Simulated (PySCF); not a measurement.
# Identify the compound

An unknown has the formula C$_{6}$H$_{5}$FO. Its calculated NMR data are:

¹H NMR (600 MHz, computed): δ 7.24 (m, 2H), 6.90 (m, 2H), 4.17 (br s, 1H).

¹³C{¹H} NMR (computed): δ 166.1 (C), 159.4 (C), 122.2 (CH), 119.5 (CH).

[PySCF 2.14: structure optimised with GFN2-xTB; NMR shieldings at PBE0/pcSseg-1/GIAO; in vacuum; averaged over atoms made equivalent by symmetry, fast rotation or ring inversion; single conformer; non-relativistic]

References, each an isolated molecule treated in the same way: TMS for ¹H and ¹³C.

What is the structure?

Results:


Rings plus π bonds: 4 (1 ring in the answer). 4 carbon signals for 6 carbons: some carbons are equivalent by symmetry or fast rotation. Carbon types of the structure: 2 × C, 4 × CH, leaving 1 H on heteroatoms. δC 166.1: aromatic carbon bearing fluorine; an ipso carbon deshielded by its heteroatom. δC 159.4: aromatic carbon bearing oxygen; an ipso carbon deshielded by its heteroatom. δC 122.2, 119.5: aromatic CH. δH 7.24, 6.90: hydrogen on an aromatic CH. δH 4.17: hydrogen on a phenol-type oxygen; exchangeable, gas-phase position.

Structure: 4-hydroxy-1-fluorobenzene (OC1=CC=C(F)C=C1).

The data come from this structure; uniqueness wasn't tested.

Exchangeable OH/NH protons stand at their gas-phase positions; hydrogen bonding in a real sample shifts them, mostly to higher δ. Splittings by ¹⁹F in the carbon and heteronuclear signals aren't shown, as no couplings were computed. Shifts are as computed. Against solution values, carbons near 30 ppm lie about +3 ppm off and those near 130 ppm about +5 ppm. Of 246 compounds with measured shifts, 49 miss one by over three times the rms of a fit or turn the order of signals round; such compounds aren't used in these exercises. No couplings were computed; multiplicities are counted from neighbouring protons, with m where these are inequivalent, close in shift, in a saturated or five-membered ring or joined by F or P, and br s for small geminal =CH2 splittings.
